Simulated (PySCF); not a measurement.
# Steps of a relaxation of PmSF

PmSF (singlet in the valence; each metal's 4f electrons, 4 of them, lie in its core potential, out of spins and levels). PySCF 2.14.0, RKS PBE0, Pm lcecp-1-SVP with ECP50, S def2-SVP, F def2-SVP; non-relativistic Hamiltonian with scalar-relativistic core potentials where named; density fitting; no spin-orbit coupling. Origin of the start: template. Columns: position (Å) and force (eV/Å). Energies are counted from the last step; some of the 6 steps are shown. Forces carry noise of the integration grid, about 0.01 to 0.03 eV/Å.

Run from Python with OMP_NUM_THREADS=2. Where DIIS fails, smearing, a level shift and second-order steps follow.
It took 9.8 s on 2 threads of Intel(R) Xeon(R) Platinum 8488C (Sapphire Rapids), on a shared host, from the converged density of the start.

```xyz
3
step 0  E = 0.196 eV
Pm   -0.1703    0.0000   -0.2459    -0.46    0.00    0.05
S     2.0343    0.0000    0.7407    -0.58    0.00    0.05
F    -2.1249    0.0000    0.6288     1.04    0.00   -0.11
```

```xyz
3
step 2  E = 0.011 eV
Pm   -0.1926    0.0000   -0.4139     0.11    0.00   -0.01
S     1.8515    0.0000    0.8194    -0.23    0.00   -0.03
F    -1.9197    0.0000    0.7182     0.12    0.00    0.04
```

```xyz
3
step 3  E = 0.001 eV
Pm   -0.1945    0.0000   -0.4607     0.07    0.00    0.12
S     1.7989    0.0000    0.8400    -0.12    0.00   -0.08
F    -1.8651    0.0000    0.7444     0.05    0.00   -0.04
```

**Question.** Where does the relaxation end?

**Answer.** It converges at step 5 in Cs:
```xyz
3
step 5  E = 0
Pm   -0.1932    0.0000   -0.4606
S     1.7922    0.0000    0.8393
F    -1.8598    0.0000    0.7450
```

**Question.** How did the contacts change?

**Answer.** 
```csv
contact,start (Å),end (Å)
Pm1–S2 (S),2.415,2.373
Pm1–F3 (F),2.141,2.057
```


An lcecp potential fixes the number of 4f electrons, so in runs with it no electron can move into or out of that shell.
